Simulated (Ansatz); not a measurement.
Consider the ligand exchange at the Al–N bond: `C[SiH](Cl)[NH][AlH2]` + `[SiH3]S` → `[AlH2][S][SiH3]` + `C[SiH](N)Cl`.

Program: Ansatz. Geometries: PBE0-D4/def2-TZVP. ΔE: electronic, gas phase. CCSD(T)/CBS adds triple-zeta CCSD(T) − MP2 to the extrapolated MP2 energy (def2 sets, frozen cores). DFT in def2-TZVPP. B3LYP here is the variant with VWN-RPA as its local correlation; programs differ in this. One conformer a species, not always the lowest.

```tsv
level	ΔE (kJ/mol)	difference from CCSD(T)/CBS
PBE-D4	-25.9	-5.2
PBE0-D4	-27.0	-6.3
ωB97X-V	-20.4	0.3
r2SCAN	-24.0	-3.3
PBE0	-27.4	-6.7
B3LYP	-18.2	2.5
CCSD/def2-TZVPP	-16.2	4.5
CCSD(T)/def2-TZVPP	-16.7	4.0
HF/def2-QZVPP	-18.2	2.5
SCS-MP2/def2-QZVPP	-18.2	2.5
CCSD(T)/CBS	-20.7	0
```

Largest T1 diagnostic among the species: 0.011.
